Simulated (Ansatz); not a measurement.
CH3NOSi (`N#CO[SiH3]`), relaxed with RKS PBE-D4/def2-SVP in the Gaussian-basis code of Ansatz from a rough embedded geometry. The force threshold is 0.03 eV/Å; the program also tests the step.

The species carries charge 0 and has multiplicity 1.

Start:

```xyz
7

N     2.383   -0.248    1.228
C     1.184   -0.138    1.113
O    -0.165   -0.033    1.043
Si   -0.669    0.041   -0.500
H    -2.212    0.177   -0.437
H    -0.188    1.317   -1.155
H    -0.333   -1.117   -1.293
```

(1) By how much does the energy fall, and how many steps does the optimiser take? (Estimate.)

(2) Which bonds change most? (Estimate.)

(3) Give the relaxed structure. (Estimate.)

Results:

(1) The calculation gave: 46.48 kJ/mol, in 6 steps.

(2) Computed: O3–Si4 from 1.625 to 1.737 Å; C2–O3 from 1.355 to 1.291 Å; Si4–H5 from 1.551 to 1.492 Å; Si4–H7 from 1.443 to 1.498 Å.

(3) The calculation gave: 
```xyz
7

N     2.388   -0.217    1.423
C     1.237   -0.150    1.182
O    -0.033   -0.082    0.965
Si   -0.753    0.081   -0.608
H    -2.211    0.179   -0.307
H    -0.214    1.325   -1.244
H    -0.415   -1.137   -1.411
```
